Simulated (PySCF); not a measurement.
Species: TMS, C₄H₁₂Si.
SMILES: `C[Si](C)(C)C`

Jobs on this species (17 atoms, 50 electrons) with PySCF (density fitting). Hardware of each: Intel Xeon at 2.30 GHz, one thread (shared host). The host was shared with other jobs, so the times are rough. Peak memory is the resident size of the whole Python process, interpreter and libraries included.

```
level and settings        work  basis functions  SCF cycles  wall time  peak memory
     OLYP/6-311G**  shieldings              170           ?          ?            ?
     PW91/6-311G**  shieldings              170           ?          ?            ?
      HF/6-31++G**  shieldings              166           8      8.1 s     0.88 GiB
   revPBE/6-311G**  shieldings              170          12       21 s     0.83 GiB
    wB97X/6-311G**  shieldings              170          11       24 s     0.99 GiB
     LDA/6-31++G**  shieldings              166          12       20 s     0.82 GiB
    HSE06/6-311G**  shieldings              170          12       32 s      1.0 GiB
  LC-wPBE/6-311G**  shieldings              170          11       26 s     0.88 GiB
  HCTH407/6-311G**  shieldings              170          13       22 s     0.83 GiB
```

Q: Fill in the missing figures.

A: 
- OLYP/6-311G**; shieldings: 23 s, 0.83 GiB, 13 SCF cycles
- PW91/6-311G**; shieldings: 26 s, 0.83 GiB, 12 SCF cycles

Q: What do all jobs in the table cost together?

A: About 3.4 min; the longest takes about 16 % of that, and about 4 times as long as the shortest.
